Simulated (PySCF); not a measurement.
Coordinates in bohr (charge 0 multiplicity 1):
```
Zr    0.0000    0.0000   -2.8050
N     0.0000    0.0000   -5.9829
I     0.0000    0.0000    2.6477
```

Level of theory: PBE0 in PySCF with Zr def2-TZVP with ECP28, N def2-TZVP, I def2-TZVP with ECP28; scalar-relativistic core potentials, no spin–orbit coupling; density-fitted integrals.

This geometry of IZrN is a stationary point at this level.

Problem. What is the point group?

Solution. C∞v.

Problem. Is it a minimum?

Solution. No: it has 2 imaginary modes (one degenerate set), at 124i cm⁻¹ (π).

Problem. Which band is strongest in the infrared?

Solution. 1081 cm⁻¹ (σ+), 269 km/mol.

Problem. What are the dipole moment and the gap between the highest occupied and lowest empty levels?

Solution. 0.27 D and 3.93 eV.

Problem. Give the atomic charges and bond orders.

Solution. 
```tsv
atom	Mulliken	Löwdin	polar tensor	Mayer order to Zr1
Zr1	0.98	0.43	1.87	–
N2	-0.52	-0.34	-1.18	2.94
I3	-0.46	-0.09	-0.69	0.96
```

This need not be the most stable arrangement of these atoms. At this level a singlet minimum of Cs symmetry lies 45 kJ/mol below this structure.
